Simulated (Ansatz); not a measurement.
Calculated with Ansatz (gas phase, PBE0-D4/def2-TZVP geometries, no zero-point term in ΔE). CCSD(T)/CBS adds triple-zeta CCSD(T) − MP2 to the extrapolated MP2 energy (def2 sets, frozen cores). DFT in def2-TZVPP. Elements past krypton have def2 core potentials. For Ge, Sn outer-core shells are correlated without core-valence functions, which leaves a few kJ/mol of doubt a bond. Scalar relativity is left out up to krypton.

Consider the cleavage of the Si–Sn bond: `[CH3][SnH2][SiH3]` + `[SiH3][NH][GeH3]` → `[SiH3][N]([SiH3])[GeH3]` + `[CH3][SnH3]`.

```json
{"level": "BLYP-D4", "ΔE (kJ/mol)": "-27.8"}
{"level": "CCSD/def2-SVP", "ΔE (kJ/mol)": "-30.3"}
```

**Question.** What does CCSD(T)/CBS give? (Estimate.)

**Answer.** Ansatz gave: -30.2 kJ/mol. The listed levels differ from it by 2.4, -0.1 kJ/mol.

Largest T1 diagnostic among the species: 0.012.

From PBE to PBE0 (25 % exact exchange), in def2-TZVPP and without D4, ΔE moves by −5.5 kJ/mol. Leaving LDA and LC-ωPBE aside and taking each functional with its dispersion term where it has one, the values, not all of them listed here, spread over 19.8 kJ/mol, from BHLYP-D4 to PBE-D4. LDA lies −9.4 kJ/mol from PBE without D4. The D4 term adds −8.7 kJ/mol with B3LYP and −4.5 kJ/mol with PBE0; it sums over pairs of atoms, weighted by their polarisabilities, and B3LYP, whose exchange is more repulsive, gets the larger term.

B3LYP here is the variant with VWN-RPA as its local correlation; programs differ in this.
